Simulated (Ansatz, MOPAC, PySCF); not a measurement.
Noncovalent pair: FGeH3O (SMILES [OH][GeH2][F]) (first 6 atoms) with NH3 (SMILES N); geometry from B3LYP-D3(BJ)/def2-TZVP, rigid monomers moved along the line of their centres of mass till Ge2···N7 is 2.87 Å.
(charge 0, multiplicity 1):
```xyz
10

O     -1.4354     0.3429     0.8150
Ge     0.2216    -0.3274     0.6433
F      0.0860    -0.8223    -1.0696
H     -1.8885     0.2421    -0.0301
H      0.4613    -1.6796     1.3194
H      1.3465     0.7073     0.5593
N      0.1313     0.5769     3.3697
H      0.1645    -0.1353     4.0902
H      0.7605     1.3260     3.6348
H     -0.8131     0.9466     3.3246
```

Interaction energies are E(AB) − E(A) − E(B) at the monomers' geometry in the complex; basis-set methods are counterpoise corrected. Rows marked so take none.

Rows in 6-31G* carry no dispersion term and start afresh at each structure (6-31G* with six Cartesian d functions); the Pople sets are all-electron and without relativity. The state reached by AM1 isn't checked.

Programs: Ansatz (Gaussian basis) for Hartree–Fock, density functionals and correlated methods; MOPAC for AM1 (differences of heats of formation); PySCF for 6-31G* rows, the dispersion terms. Each number belongs to the level named beside it.

Q: One of these levels gives -16.18 kcal/mol for the interaction energy. Name it.
A) AM1
B) B3LYP-D4/def2-TZVPPD
C) B3LYP/6-31G* (no counterpoise)
D) M06-2X/6-31G* (no counterpoise)

A: D, M06-2X/6-31G* (no counterpoise). The others give -8.43 (AM1), -12.71 (B3LYP/6-31G* (no counterpoise)), -10.88 (B3LYP-D4/def2-TZVPPD)

Ansatz is a quantum-chemistry and plane-wave program.
